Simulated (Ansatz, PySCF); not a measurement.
Reaction R1 + R2 → P1 + P2, each structure at its B3LYP-D3(BJ)/def2-TZVP stationary point, reached from a drawn start (curvature not checked).
R1: H4O3Si (SMILES O[SiH](O)O), charge 0, multiplicity 1.
P1: H4O4Si (SMILES O[Si](O)(O)O), charge 0, multiplicity 1.
P2: H2 (SMILES [H][H]), charge 0, multiplicity 1.
R2: H2O (SMILES O), charge 0, multiplicity 1.

P less R. No zero-point or thermal terms. One arrangement of each flexible species, with no search for the lowest.

Cores are frozen in the correlated methods.

Programs: Ansatz (Gaussian basis) for Hartree–Fock, density functionals and correlated methods; PySCF for M06-2X and the D3/D4 terms. All values are computed, each at the level named.

Task: Give the reaction energy at the level CAM-B3LYP-D4/def2-TZVPP.

Result: -107 kJ/mol

Task: What reaction energy does CCSD(T)/cc-pV(T+d)Z give?

Result: -110 kJ/mol

Task: Estimate the reaction energy that M06-2X/def2-TZVPP returns for this input.

Result: -118 kJ/mol

Ansatz is an electronic-structure program.
